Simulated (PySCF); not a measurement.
BrGeH₂N, neutral, multiplicity 1.

```xyz
5

Ge     0.4801    -0.9831     0.0000
Br    -0.0947     1.3215     0.0000
N     -1.2226    -1.5987     0.0000
H     -2.0525    -1.0119     0.0000
H     -1.4371    -2.5916     0.0000
```

The structure is a stationary point at PBE0-D3(BJ)/def2-SVP. One conformer was computed; it need not be the lowest.

Method: PySCF with B3LYP/pcSseg-2. Non-relativistic, no solvent.

Problem. Give the absolute GIAO shielding of each atom: isotropic value and principal components (ppm). (The exact figures need the calculation; the answer reports its results.)

Solution. 
```tsv
atom	σ(iso)	σ11	σ22	σ33	span
Ge1	854.7	208.2	1156.6	1199.3	991.1
Br2	1942.9	968.3	2143.8	2716.6	1748.3
N3	78.4	-129.9	171.1	194.0	323.9
H4	25.6	20.9	21.7	34.3	13.4
H5	25.6	21.1	23.5	32.2	11.1
```
